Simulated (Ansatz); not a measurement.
A structure relaxed at PBE0-D4/def2-TZVP, charge 0, multiplicity 1:

Cartesian coordinates in Å:
```
N -1.4365 1.9003 -0.0599
C -0.7418 0.9814 -0.0309
Al 0.4065 -0.5377 0.0169
F 0.9923 -1.1362 -1.3778
F 0.7795 -1.2078 1.4517
```

Problem. Give its formula and SMILES.

Solution. CAlF2N, `N#[C][Al]([F])[F]`.

Problem. Point group (tolerance 0.08 Å, 0.16 Å for H)?

Solution. C2v.

Problem. Summarise the bond lengths by kind.

Solution. 1 × C–N 1.152 Å; 1 × Al–C 1.905 Å; 2 × Al–F 1.627 Å.

All numbers were calculated with Ansatz.
